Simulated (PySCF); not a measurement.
How the method moves the HOMO and LUMO of `CC=C=CB(Cl)Cl`

Species: C4H5BCl2.
Geometry (PBE0-D3(BJ)/def2-SVP, Å), atoms numbered from 1 in this order:
```
atom  x, y, z in Å
C1    -1.6562   -0.7355    1.2276
C2    -1.0339   -0.7089   -0.1366
C3     0.2103   -0.4131   -0.3992
C4     1.4557   -0.0637   -0.6649
B5     1.8407    1.4032   -0.9238
Cl6    0.6471    2.6891   -0.9108
Cl7    3.5152    1.8220   -1.2478
H8    -2.4858   -0.0128    1.2849
H9    -2.0743   -1.7311    1.4459
H10   -0.9261   -0.4856    2.0088
H11   -1.6752   -0.9508   -0.9954
H12    2.2313   -0.8401   -0.6957
```

Basis pcSseg-1 throughout (PySCF), one geometry. Isolated species at its PBE0-D3(BJ)/def2-SVP geometry, gas phase.

Problem. How do the orbital energies, the gap and the dipole change with the method?

Solution. 
```
  method                    kind  HOMO (eV)  LUMO (eV)  gap (eV)  μ (D)  SCF cycles
    BLYP                     GGA      -6.32      -2.60      3.72   2.71          14
   B97-D                     GGA      -6.46      -2.66      3.80   2.81          14
    BP86                     GGA      -6.60      -2.89      3.71   2.81          14
   B97-2           global hybrid      -7.46      -1.98      5.48   2.91          13
   B3LYP           global hybrid      -7.46      -2.11      5.36   2.84          14
mPW1PW91           global hybrid      -7.74      -1.99      5.75   2.93          13
 wB97X-D  range-separated hybrid      -9.58      -0.23      9.35   2.97          13
      HF            Hartree–Fock     -10.37       1.71     12.09   3.22          11
```

The HOMO spans 4.05 eV, from BLYP down to HF, and the gap runs from 3.71 eV (BP86) to 12.09 eV (HF). Over the methods BLYP (0 %), B97-D (0 %), BP86 (0 %), B97-2 (21 %), B3LYP (20 %), mPW1PW91 (25 %), HF (100 %), a straight line through the gap against the share of exact exchange rises by 0.83 eV for each 10 % (correlation coefficient 1.000). The dipole ranges from 2.71 D (BLYP) to 3.22 D (HF). This basis has no diffuse functions.

The vertical ΔSCF ionisation energy at B3LYP/def2-SVPD is 9.54 eV; −ε(HOMO) comes closest to it with wB97X-D (9.58 eV).
